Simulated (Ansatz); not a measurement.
Isomers of CH6ClGaSi, relaxed with PBE0-D4/def2-TZVP in Ansatz; electronic energies, one conformer each and not always the lowest. Functionals use def2-TZVPP; CBS adds triple-zeta CCSD(T) − MP2 to the MP2 limit of def2-TZVPP and def2-QZVPP.

Outer-core shells of Ga are correlated without core-valence functions. Scalar relativity is left out up to krypton. Spin–orbit coupling is left out.

(1) Order them by energy at frozen-core CCSD(T)/CBS, lowest first. (Estimate.)
A. `ClC[SiH2][GaH2]`
B. `[SiH3][CH2][GaH][Cl]`
C. `Cl[SiH2][CH2][GaH2]`
D. `C[SiH2][GaH][Cl]`

(2) How do PBE-D4, B2PLYP, ωB97M-V, HF/CBS(def2) place them (kcal/mol, against `C[SiH2][GaH][Cl]`)? (Best estimate.)

Answers

(1) D (0.0 kcal/mol), B (1.9 kcal/mol), C (7.8 kcal/mol), A (47.8 kcal/mol).

(2) The calculation gave: 
```json
{"isomer": "`Cl[SiH2][CH2][GaH2]`", "PBE-D4": "10.8", "B2PLYP": "10.2", "ωB97M-V": "7.4", "HF/CBS(def2)": "12.5"}
{"isomer": "`ClC[SiH2][GaH2]`", "PBE-D4": "46.1", "B2PLYP": "49.7", "ωB97M-V": "47.3", "HF/CBS(def2)": "54.1"}
{"isomer": "`[SiH3][CH2][GaH][Cl]`", "PBE-D4": "5.7", "B2PLYP": "3.1", "ωB97M-V": "2.8", "HF/CBS(def2)": "2.3"}
```
